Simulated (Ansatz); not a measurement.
Molecule: C4H12BN (charge 0, singlet). 
Geometry from a B3LYP-D3(BJ)/def2-TZVP (Ansatz, a first-principles code) optimisation:
```xyz
18

C     -1.4909    -1.4864     0.5435
C     -1.5372    -0.1432    -0.1989
B     -0.1525     0.6164    -0.3154
N     -0.1036     1.9903    -0.0459
C      1.1878    -0.1274    -0.7246
C      1.9891    -0.5975     0.5050
H     -0.7709    -2.1686     0.0869
H     -1.1964    -1.3537     1.5871
H     -2.4627    -1.9846     0.5385
H     -2.3045     0.4971     0.2510
H     -1.8789    -0.3295    -1.2267
H      0.7322     2.5440    -0.1414
H     -0.9031     2.5211     0.2586
H      0.9699    -0.9945    -1.3559
H      1.8240     0.5332    -1.3245
H      2.2654     0.2463     1.1413
H      1.4100    -1.2896     1.1191
H      2.9098    -1.1081     0.2141
```

Basis-set convergence of Hartree-Fock and CCSD(T) correlation energies (hartree) with Ansatz. Cores are frozen in the correlated levels unless marked. Spin-orbit coupling is left out. Non-relativistic.

| basis | functions | E(HF) | E(corr, CCSD(T)) |
|---|---|---|---|
| cc-pVDZ | 144 | -237.66898 | -0.94235 |
| cc-pVTZ | 348 | -237.73815 | -1.13324 |
| cc-pVQZ | 690 | -237.75387 | -1.18929 |

Extrapolating the two largest sets (X = 3 and 4) as X^-3: E(corr) = (64·(-1.18929) - 27·(-1.13324))/37 = -1.2302 Eh, an estimate of the basis-set limit. The largest set recovers 96.7 % of it, the smallest 76.6 %.
